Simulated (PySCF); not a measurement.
Cl3Si, SMILES Cl[Si](Cl)Cl, multiplicity 2.

The structure is a stationary point at PBE0-D3(BJ)/def2-SVP. The isomer is the one that the SMILES or the coordinates give; other isomers of the formula were not compared.

All values below come from PBE0-D3(BJ)/def2-SVP run with PySCF.

Frequencies are harmonic and unscaled.

Modes within 1.5 cm⁻¹ of each other (mostly degenerate sets) share a row, with their intensities summed.

```tsv
mode	ν (cm⁻¹)	IR (km/mol)	moving atoms (share of kinetic energy)
1–2	161	3.7	Cl 90 %, Si 10 %
3	235	8.0	Cl 62 %, Si 38 %
4	479	26.7	Cl 59 %, Si 41 %
5–6	599	339.3	Si 65 %, Cl 35 %
```
